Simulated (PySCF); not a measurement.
Simulation results for Al$_{2}$H$_{3}$

Computed with PySCF 2.14.0. Calculation on a computer-drawn molecule: vertical ionisation energy to the stated ion spin, frozen-core CCSD(T) at the basis limit and cheaper methods, single-reference cases, UHF for radicals, no spin-orbit; all values are single points at the evaluated structure, the first of each entry, which is the reference or a displaced copy of it and isn't optimised; the reference structure only sets the zero of the energies above reference; triples share is (T) over the correlation energy.

Common to all runs: charge 1; multiplicity 1; ion multiplicity 2; diffuse functions no; basis cc-pV(n+d)Z; reference is the Hartree-Fock double-zeta minimum; best is HF at quadruple zeta + MP2 correlation extrapolated from triple and quadruple zeta + CCSD(T) minus MP2 at triple zeta; basis step is the size of the change from the same recipe one zeta lower.

```yaml
- entry: 1
  formula: Al2H3
  evaluated_structure:
    atoms_angstrom:
      - [Al, -0.6174, 1.318, 3.1396]
      - [Al, -1.4758, -0.4871, 1.5887]
      - [H, -0.0445, 2.6674, 3.8646]
      - [H, -1.0531, -1.8703, 2.0628]
      - [H, -2.4099, -0.194, 0.3761]
  reference_structure:
    atoms_angstrom:
      - [Al, -0.6019, 1.4863, 3.0333]
      - [Al, -1.5321, -0.5962, 1.5613]
      - [H, -0.0662, 2.6844, 3.8809]
      - [H, -1.0242, -1.9654, 2.0997]
      - [H, -2.4406, -0.1231, 0.3893]
  given:
    drawn_bonds_atom: [1, 1, 2, 2]
    drawn_bonds_other_atom: [2, 3, 4, 5]
    drawn_bonds_order: [1, 1, 1, 1]
  results:
    "ionisation_energy_best [eV]": 15.73
    "ionisation_energy_basis_step [eV]": 0.03465
    "energy_above_reference_best [kcal/mol]": 4.339
    "energy_above_reference_basis_step [kcal/mol]": 0.157
    triple_zeta_method: [HF, PBE, r2SCAN, B3LYP, wB97X, MP2, CCSD, "CCSD(T)"]
    "triple_zeta_ionisation_energy [eV]": [14.89, 15.18, 15.25, 15.4, 15.59, 15.63, 15.63, 15.63]
    "triple_zeta_energy_above_reference [kcal/mol]": [5.393, 4.159, 4.131, 4.403, 4.235, 4.791, 4.566, 4.513]
    "ionisation_energy_Koopmans_at_triple_zeta [eV]": 15.71
    "ionisation_energy_EOM_CCSD_at_triple_zeta [eV]": 15.7
    "total_energy_HF_triple_zeta [hartree]": -485.3158
    "total_energy_CCSD(T)_triple_zeta [hartree]": -485.4817
    "total_energy_best [hartree]": -485.5010
    T1_diagnostic_at_triple_zeta: 0.01187
    D1_diagnostic_at_triple_zeta: 0.02405
    ion_T1_diagnostic_at_triple_zeta: 0.03412
    ion_D1_diagnostic_at_triple_zeta: 0.0731
    ion_spin_squared_at_triple_zeta: 0.8467
    triples_share_at_triple_zeta: 0.01981
    basis_functions_triple_zeta: 120
- entry: 2
  formula: Al2H3
  evaluated_structure:
    atoms_angstrom:
      - [Al, -0.6052, 1.3432, 3.1001]
      - [Al, -1.4854, -0.6166, 1.5986]
      - [H, -0.0751, 2.7224, 3.8141]
      - [H, -0.8237, -2.0405, 2.149]
      - [H, -2.4001, -0.0014, 0.4895]
  reference_structure:
    atoms_angstrom:
      - [Al, -0.6019, 1.4863, 3.0333]
      - [Al, -1.5321, -0.5962, 1.5613]
      - [H, -0.0662, 2.6844, 3.8809]
      - [H, -1.0242, -1.9654, 2.0997]
      - [H, -2.4406, -0.1231, 0.3893]
  given:
    drawn_bonds_atom: [1, 1, 2, 2]
    drawn_bonds_other_atom: [2, 3, 4, 5]
    drawn_bonds_order: [1, 1, 1, 1]
  results:
    "ionisation_energy_Koopmans_at_triple_zeta [eV]": null
    "total_energy_HF_triple_zeta [hartree]": null
- entry: 3
  formula: Al2H3
  evaluated_structure:
    atoms_angstrom:
      - [Al, -0.5932, 1.4405, 3.007]
      - [Al, -1.5152, -0.6145, 1.5297]
      - [H, -0.0912, 2.7099, 3.8917]
      - [H, -0.9662, -1.9976, 2.0467]
      - [H, -2.3702, -0.2266, 0.4318]
  reference_structure:
    atoms_angstrom:
      - [Al, -0.6019, 1.4863, 3.0333]
      - [Al, -1.5321, -0.5962, 1.5613]
      - [H, -0.0662, 2.6844, 3.8809]
      - [H, -1.0242, -1.9654, 2.0997]
      - [H, -2.4406, -0.1231, 0.3893]
  given:
    drawn_bonds_atom: [1, 1, 2, 2]
    drawn_bonds_other_atom: [2, 3, 4, 5]
    drawn_bonds_order: [1, 1, 1, 1]
  results:
    "ionisation_energy_best [eV]": null
```

Question: What ionisation energy Koopmans at triple zeta does the calculation give for Al$_{2}$H$_{3}$ (entry 2)?
Answer: 15.17 eV

Question: What total energy HF triple zeta does the calculation give for Al$_{2}$H$_{3}$ (entry 2)?
Answer: -485.3171 hartree

Question: Give the missing ionisation energy best for Al$_{2}$H$_{3}$ (entry 3).
Answer: 15.39 eV

Question: Give the table of triple zeta values for Al$_{2}$H$_{3}$ (entry 3).
Answer: 
Triple zeta:
| method | ionisation energy (eV) | energy above reference (kcal/mol) |
| --- | --- | --- |
| HF | 14.5 | 3.474 |
| PBE | 14.92 | 3.359 |
| r2SCAN | 14.98 | 3.279 |
| B3LYP | 15.11 | 3.191 |
| wB97X | 15.26 | 3.264 |
| MP2 | 15.25 | 3.339 |
| CCSD | 15.28 | 3.305 |
| CCSD(T) | 15.29 | 3.307 |

Further results for Al$_{2}$H$_{3}$ (entry 2):

| Property | Result |
| --- | --- |
| ionisation energy best | 15.25 eV |
| ionisation energy basis step | 0.03023 eV |
| energy above reference best | 3.221 kcal/mol |
| energy above reference basis step | 0.1447 kcal/mol |
| ionisation energy EOM CCSD at triple zeta | 15.21 eV |
| total energy CCSD(T) triple zeta | -485.4837 hartree |
| total energy best | -485.5028 hartree |
| T1 diagnostic at triple zeta | 0.01188 |
| D1 diagnostic at triple zeta | 0.02507 |
| ion T1 diagnostic at triple zeta | 0.02986 |
| ion D1 diagnostic at triple zeta | 0.06634 |
| ion spin squared at triple zeta | 0.8321 |
| triples share at triple zeta | 0.02059 |
| basis functions triple zeta | 120 |

Triple zeta:
| method | ionisation energy (eV) | energy above reference (kcal/mol) |
| --- | --- | --- |
| HF | 14.37 | 4.569 |
| PBE | 14.77 | 2.211 |
| r2SCAN | 14.82 | 3.011 |
| B3LYP | 14.96 | 3.36 |
| wB97X | 15.12 | 3.46 |
| MP2 | 15.13 | 3.886 |
| CCSD | 15.14 | 3.407 |
| CCSD(T) | 15.15 | 3.264 |

Further results for Al$_{2}$H$_{3}$ (entry 3):

| Property | Result |
| --- | --- |
| ionisation energy basis step | 0.03305 eV |
| energy above reference best | 3.357 kcal/mol |
| energy above reference basis step | 0.1072 kcal/mol |
| ionisation energy Koopmans at triple zeta | 15.3 eV |
| ionisation energy EOM CCSD at triple zeta | 15.36 eV |
| total energy HF triple zeta | -485.3188 hartree |
| total energy CCSD(T) triple zeta | -485.4837 hartree |
| total energy best | -485.5026 hartree |
| T1 diagnostic at triple zeta | 0.01107 |
| D1 diagnostic at triple zeta | 0.02366 |
| ion T1 diagnostic at triple zeta | 0.0285 |
| ion D1 diagnostic at triple zeta | 0.06378 |
| ion spin squared at triple zeta | 0.8248 |
| triples share at triple zeta | 0.01942 |
| basis functions triple zeta | 120 |
